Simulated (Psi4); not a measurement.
C₂H₄Cl (SMILES C[CH]Cl), doublet (typed; the unrestricted solution is spin-contaminated), at a GFN2-xTB geometry, with bond 7-2 at 2.0 times its length; Psi4 with PBE0/cc-pVDZ.

The Psi4 input:
```
memory 2 GB

molecule mol {
0 2
C     0.046773    0.704712   -0.204543
C     1.515152    0.668228   -0.062843
Cl   -0.860444   -0.685773    0.147169
H    -0.450456    1.441492   -0.808442
H     1.902369    1.683393    0.001158
H     1.804676    0.114343    0.829105
H     2.483657   -0.305698   -1.775918
}

set {
  basis cc-pvdz
  reference uks
  dft_nuclear_scheme becke
}

energy('pbe0')
print_variables()
```

Write the output that Psi4 gives for this input, abridged.


```
   => Loading Basis Set <=

    Name: CC-PVDZ
    Role: ORBITAL
    Keyword: BASIS

         ---------------------------------------------------------
                                   SCF
               by Justin Turney, Rob Parrish, Andy Simmonett
                          and Daniel G. A. Smith
                              UKS Reference
         ---------------------------------------------------------

  ==> Geometry <==

    Molecular point group: c1
    Full point group: C1

    Geometry (in Angstrom), charge = 0, multiplicity = 2:

       Center              X                  Y                   Z               Mass
    ------------   -----------------  -----------------  -----------------  -----------------
         C            0.135034307617     0.776917063647    -0.207239441314    12.000000000000
         C            1.603413307617     0.740433063647    -0.065539441314    12.000000000000
         CL          -0.772182692383    -0.613567936353     0.144472558686    34.968852682000
         H           -0.362194692383     1.513697063647    -0.811138441314     1.007825032230
         H            1.990630307617     1.755598063647    -0.001538441314     1.007825032230
         H            1.892937307617     0.186548063647     0.826408558686     1.007825032230
         H            2.571918307617    -0.233492936353    -1.778614441314     1.007825032230

  Running in c1 symmetry.

  Rotational constants: A =      1.10304  B =      0.17974  C =      0.16819 [cm^-1]
  Rotational constants: A =  33068.38557  B =   5388.38741  C =   5042.06246 [MHz]
  Nuclear repulsion =   93.030674259528922

  Charge       = 0
  Multiplicity = 2
  Electrons    = 33
  Nalpha       = 17
  Nbeta        = 16

  ==> Algorithm <==

  SCF Algorithm Type is DF.
  DIIS enabled.
  MOM disabled.
  Fractional occupation disabled.
  Guess Type is SAD.
  Energy threshold   = 1.00e-06
  Density threshold  = 1.00e-06
  Integral threshold = 1.00e-12

  ==> Primary Basis <==

  Basis Set: CC-PVDZ
    Blend: CC-PVDZ
    Number of shells: 32
    Number of basis functions: 66
    Number of Cartesian functions: 69
    Spherical Harmonics?: true
    Max angular momentum: 2

  ==> DFT Potential <==

   => LibXC <=

    Version 7.1.2
    S. Lehtola, C. Steigemann, M. J. T. Oliveira, and M. A. L. Marques,  SoftwareX 7, 1–5 (2018) (10.1016/j.softx.2017.11.002)

   => Composite Functional: PBE0 <=

    PBE0 Hyb-GGA Exchange-Correlation Functional

[...]
      Ntotal   =   33.0000017355 ; deviation = 1.735e-06

   @Spin Contamination Metric:   1.109662096E-01
   @S^2 Expected:                7.500000000E-01
   @S^2 Observed:                8.609662096E-01
   @S   Expected:                5.000000000E-01
   @S   Observed:                5.000000000E-01

    Orbital Energies [Eh]
    ---------------------

    Alpha Occupied:

[...]
    Alpha Virtual:

[...]
      66A      2.587074

    Beta Occupied:

[...]
      16A     -0.288403

    Beta Virtual:

[...]
    Final Occupation by Irrep:
              A
    DOCC [    16 ]
    SOCC [     1 ]
    NA   [    17 ]
    NB   [    16 ]

  @DF-UKS Final Energy:  -538.41418730209170

   => Energetics <=

    Nuclear Repulsion Energy =             93.0306742595289222
    One-Electron Energy =                -924.3791529945341381
    Two-Electron Energy =                 323.3229596121773284
    DFT Exchange-Correlation Energy =     -30.3886681792638313
    Empirical Dispersion Energy =           0.0000000000000000
    VV10 Nonlocal Energy =                  0.0000000000000000
    Total Energy =                       -538.4141873020917046

  UHF NO Occupations:
  HONO-2 :   15  A 1.9996320
  HONO-1 :   16  A 1.9436950
  HONO-0 :   17  A 1.0000000
  LUNO+0 :   18  A 0.0563050
  LUNO+1 :   19  A 0.0003680
  LUNO+2 :   20  A 0.0001200
  LUNO+3 :   21  A 0.0001006

Computation Completed

Properties will be evaluated at   0.000000,   0.000000,   0.000000 [a0]

Properties computed using the SCF density matrix

 Multipole Moments:

 ------------------------------------------------------------------------------------
     Multipole            Electronic (a.u.)      Nuclear  (a.u.)        Total (a.u.)
 ------------------------------------------------------------------------------------

 L = 1.  Multiply by 2.5417464519 to convert [e a0] to [Debye]
 Dipole X            :         -6.4688151            6.4191562           -0.0496590
 Dipole Y            :         -3.1243342            3.5825354            0.4582012
 Dipole Z            :          1.8993054           -1.7867787            0.1125267
 Magnitude           :                                                    0.4744224

 ------------------------------------------------------------------------------------

  Variable Map:
  ----------------------------------------------------------------------------
[...]
  Array Variable Map:
  ----------------------------------------------------------------------------
[...]
[...]
```
